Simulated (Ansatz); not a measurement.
Species: H₂OSi, SMILES `O=[SiH2]` (charge 0, multiplicity 1).

Give a relaxed geometry from r2SCAN-D4/def2-TZVP in Ansatz (a quantum-chemistry and plane-wave program).

the end point of this relaxation (outside a Z-matrix the atoms follow the SMILES, hydrogens last).
Z-matrix (Å, degrees):
```
Si
O 1 1.5213
H 1 1.4857 2 124.02
H 1 1.4857 3 111.95 2 180.00
```
